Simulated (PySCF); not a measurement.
One of the candidates below gave these computed data.

All candidates are C7H12NP.

- 13C NMR: chemical shifts (computed TMS as zero) by class: 211.7 (1 C), 114.2 (1 C), 87.8 (1 C), 43.4 (2 C), 26.3 (1 C), 7.0 (1 C) ppm [GIAO PBE0/pcSseg-1]
- Rotational structure: rotational constants A, B, C: 3.402, 0.649, 0.553 GHz [GFN2-xTB]
- Dipole: 3.52 D [PBE0/pcSseg-1]
- NMR, other nuclei: isotropic shieldings of nuclei other than C and H, by class: 147 (1 N), 285 (1 P) ppm [GIAO PBE0/pcSseg-1]
- 1H NMR: chemical shifts (computed TMS as zero) by class: 3.01 (6 H), 2.83 (3 H), 2.25 (3 H) ppm [GIAO PBE0/pcSseg-1]

Gas-phase values; electronic properties from PySCF, density fitting. Levels stand in brackets. Geometry: GFN2-xTB; no solvent, vibrations or thermal averaging. GFN2-xTB frequencies show an imaginary mode (28i cm⁻¹), so this geometry is no minimum at that level. NMR values are class means; diastereotopic atoms form classes of their own.

**Question.** Which candidate is it?
A. `CCc1cpcn1CC`
B. `Cc1cc(C)p(N)c1C`
C. `CCc1cn(CC)cp1`
D. `CN=P1(C)C=CCC=C1`
E. `CC#C/P=C(\C)N(C)C`

**Answer.** E. It is `CC#C/P=C(\C)N(C)C`. Numbering: `[CH3:1][C:2]#[C:3]/[P:4]=[C:5](\[CH3:6])[N:7]([CH3:8])[CH3:9]`. 7 carbons fall into 6 classes; from least to most shielded: carbon bonded to C, N and P [C5] (211.7 ppm), alkyne carbon [C2] (114.2 ppm), alkyne carbon [C3] (87.8 ppm), N-methyl carbon [C8/C9] (43.4 ppm, 2 C), methyl carbon [C6] (26.3 ppm), propargylic carbon [C1] (7.0 ppm). Hydrogen classes from least to most shielded: 6 H on 2 N-methyl carbons, C8/C9 (3.01 ppm, a mean of values up to 0.9 ppm apart in this geometry), 3 H on a methyl carbon, C6 (2.83 ppm, a mean of values up to 2.4 ppm apart in this geometry), 3 H on a propargylic carbon, C1 (2.25 ppm). The other shieldings belong to: 147 ppm, nitrogen bonded to 3 C [N7]; 285 ppm, phosphorus bonded to 2 C [P4]. The optimised geometry has point group C1 and is an asymmetric top.

The others, at the same levels:
- `CCc1cn(CC)cp1` fails: it has 7 carbon classes against 6; its computed 13C shifts are 162.2 (1 C), 157.7 (1 C), 130.3 (1 C), 50.5 (1 C), 28.3 (1 C), 25.8 (1 C), 21.6 (1 C) ppm, 1H shifts are 7.80 (1 H), 7.21 (1 H), 4.04 (2 H), 2.81 (2 H), 1.41 (3 H), 1.26 (3 H) ppm and rotational constant A is 2.343 GHz (against 3.402 GHz).
- `Cc1cc(C)p(N)c1C` fails: it has 7 carbon classes against 6; its computed 13C shifts are 162.3 (1 C), 149.8 (1 C), 146.3 (1 C), 142.9 (1 C), 18.8 (1 C), 17.4 (1 C), 13.9 (1 C) ppm, 1H shifts are 6.39 (1 H), 2.18 (3 H), 2.18 (3 H), 2.01 (3 H), 1.05 (2 H) ppm and rotational constant A is 1.857 GHz (against 3.402 GHz).
- `CCc1cpcn1CC` fails: it has 7 carbon classes against 6; its computed 13C shifts are 158.5 (1 C), 146.3 (1 C), 134.1 (1 C), 47.7 (1 C), 26.7 (1 C), 20.5 (1 C), 19.5 (1 C) ppm, 1H shifts are 7.84 (1 H), 7.02 (1 H), 4.04 (2 H), 2.77 (2 H), 1.36 (3 H), 1.21 (3 H) ppm and rotational constant A is 1.686 GHz (against 3.402 GHz).
- `CN=P1(C)C=CCC=C1` fails: it has 5 carbon classes against 6; its computed 13C shifts are 143.9 (2 C), 135.7 (2 C), 33.8 (1 C), 33.7 (1 C), 20.6 (1 C) ppm, 1H shifts are 6.66 (2 H), 6.48 (2 H), 3.22 (3 H), 2.97 (1 H), 2.78 (1 H), 1.39 (3 H) ppm and rotational constant A is 2.525 GHz (against 3.402 GHz).

Each candidate is one conformer, not necessarily the lowest. The conformers computed, where there is a choice (atom-mapped SMILES and torsion angles):
- `[CH3:1][C:2]#[C:3]/[P:4]=[C:5](\[CH3:6])[N:7]([CH3:8])[CH3:9]`: P4–C5–N7–C8 -7°
- `[CH3:1][CH2:2][c:3]1[cH:4][n:5]([CH2:6][CH3:7])[cH:8][p:9]1`: C1–C2–C3–C4 -92°, C4–N5–C6–C7 88°
- `[CH3:1][c:2]1[cH:3][c:4]([CH3:5])[p:6]([NH2:7])[c:8]1[CH3:9]`: H–N7–P6–C4 96°, H–N7–P6–C4 -31°
- `[CH3:1][CH2:2][c:3]1[cH:4][p:5][cH:6][n:7]1[CH2:8][CH3:9]`: C1–C2–C3–C4 -90°, C6–N7–C8–C9 -87°
